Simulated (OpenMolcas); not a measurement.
An atom or ion with 7 electrons was computed by SS-CASPT2, IPEA 0.25 Eh, imaginary shift 0.1 Eh with spin-orbit coupling (OpenMolcas, ANO-RCC-VQZP, DKH2). The lowest levels that the run gave, each within 12 % of the measured value where one is at hand:

```
  J  Parity  E (cm-1)      g
3/2     odd       0.0  2.002
3/2     odd     34910  0.800
5/2     odd     34930  1.200
1/2     odd     52180  0.666
3/2     odd     52190  1.334
5/2    even    152340  1.601
3/2    even    152630  1.735
1/2    even    152800  2.671
3/2    even    211920  0.800
5/2    even    211940  1.200
1/2    even    250310  2.002
3/2    even    270750  1.334
```

Task: Which ion is it, and what are the configurations and terms?

Result: F III (Z = 9, charge +2; active space 5 electrons in 8 orbitals (2s 2p 3s 3p)). J, parity and g give the terms where levels are pure, and mixed ones are named by the computed weights; the size of the splittings, set against known spectra of the 7-electron sequence, gives the charge. In order, with the measured energies in cm-1 (Moore, Atomic Energy Levels, vol. I, NSRDS-NBS 35 (1971 reprint of NBS Circular 467, 1949)): 2s2 2p3 4S* 3/2, 2s2 2p3 2D* 3/2, 2s2 2p3 2D* 5/2, 2s2 2p3 2P* 1/2, 2s2 2p3 2P* 3/2, 2s 2p4 4P 5/2 (151898), 2s 2p4 4P 3/2 (152235), 2s 2p4 4P 1/2 (152410), 2s 2p4 2D 3/2 (210256), 2s 2p4 2D 5/2 (210240), 2s 2p4 2S 1/2 (248260), 2s 2p4 2P 3/2 (266559).

CASPT2 breaks the degeneracy within a term, and the mean is taken; among the terms shown or strongly mixed into the levels shown the widest spread is 94 cm-1 (2s 2p4 2D). Active for correlation alone: 3p 3s; no level in the range computed is led by a configuration that fills them, so any true level of that kind is missing. Computed and measured levels are paired by configuration, term and J; levels that our copy of the source lacks, or whose pairing is in doubt (as where it misses far off the trend of its configuration), stay unpaired and out of the deviations. Levels of configurations outside the active space are missing.

* marks odd parity.
